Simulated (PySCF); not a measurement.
C4H12O2Si2, SMILES CC(C)[SiH2][SiH2]C(=O)O (GFN2-xTB optimised geometry):

```
20

C     -0.401    -3.027     1.188
C      0.124    -2.227     0.000
C      1.650    -2.227     0.000
Si    -0.573    -0.442     0.000
Si     0.307     0.744    -1.790
C     -0.774     2.303    -1.987
O     -1.728     2.438    -2.711
O     -0.388     3.269    -1.138
H     -1.488    -3.059     1.185
H     -0.077    -2.577     2.124
H     -0.030    -4.051     1.160
H     -0.209    -2.733    -0.914
H      2.031    -1.740     0.895
H      2.035    -3.247    -0.016
H      2.042    -1.702    -0.869
H     -2.042    -0.540    -0.019
H     -0.229     0.166     1.298
H      1.665     1.265    -1.598
H      0.274     0.071    -3.093
H     -0.962     4.051    -1.214
```

Level of theory: CAM-B3LYP/def2-SVP run with PySCF.

Problem. What are the frontier orbital energies and the dipole moment?

Solution. HOMO-2 -10.15 eV, HOMO-1 -9.57 eV, HOMO -8.77 eV, LUMO 0.76 eV, LUMO+1 1.15 eV; dipole moment 1.94 D.

Meta-Löwdin charges at CAM-B3LYP/def2-SVP: C1 -0.28, C2 -0.25, C3 -0.28, Si4 0.40, Si5 0.35, C6 0.32, O7 -0.43, O8 -0.44, H9 0.09, H10 0.09, H11 0.09, H12 0.09, H13 0.09, H14 0.09, H15 0.09, H16 -0.09, H17 -0.09, H18 -0.08, H19 -0.08, H20 0.32.
